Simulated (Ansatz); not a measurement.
One change: `C#[C][GeH3]` becomes `F[SiH2]C#[C][GeH3]`.

Ansatz, PBE0-D4/def2-TZVP geometries, multiplicity 1. 

Scalar relativity is left out up to krypton.

```json
{"property": "size of the dipole moment (B3LYP/def2-TZVPP) / D", "`C#[C][GeH3]`": "0.04"}
{"property": "LUMO energy (ωB97M-V/def2-TZVPP) / eV", "`C#[C][GeH3]`": "2.23"}
{"property": "LUMO energy (PBE/def2-TZVPP) / eV", "`C#[C][GeH3]`": "-0.74"}
{"property": "HOMO energy (ωB97M-V/def2-TZVPP) / eV", "`C#[C][GeH3]`": "-10.43"}
{"property": "HOMO energy (PBE0/def2-TZVPP) / eV", "`C#[C][GeH3]`": "-8.18"}
{"property": "HOMO energy (B3LYP/def2-TZVPP) / eV", "`C#[C][GeH3]`": "-7.93"}
```

Question: Give the same properties after the change, and the shifts. (Best estimate.)

Answer: The calculation gave: 
| property | `F[SiH2]C#[C][GeH3]` | shift |
| --- | --- | --- |
| size of the dipole moment (B3LYP/def2-TZVPP) / D | 1.90 | 1.86 |
| LUMO energy (ωB97M-V/def2-TZVPP) / eV | 0.89 | -1.34 |
| LUMO energy (PBE/def2-TZVPP) / eV | -1.94 | -1.20 |
| HOMO energy (ωB97M-V/def2-TZVPP) / eV | -10.49 | -0.06 |
| HOMO energy (PBE0/def2-TZVPP) / eV | -8.30 | -0.12 |
| HOMO energy (B3LYP/def2-TZVPP) / eV | -8.05 | -0.12 |

With PBE0 the HOMO falls by 0.12 eV and the LUMO falls by 1.27 eV, so the gap narrows by about 1.15 eV. PBE moves the HOMO by -0.14 eV and ωB97M-V by -0.06 eV.

B3LYP here is the variant with VWN-RPA as its local correlation; programs differ in this.
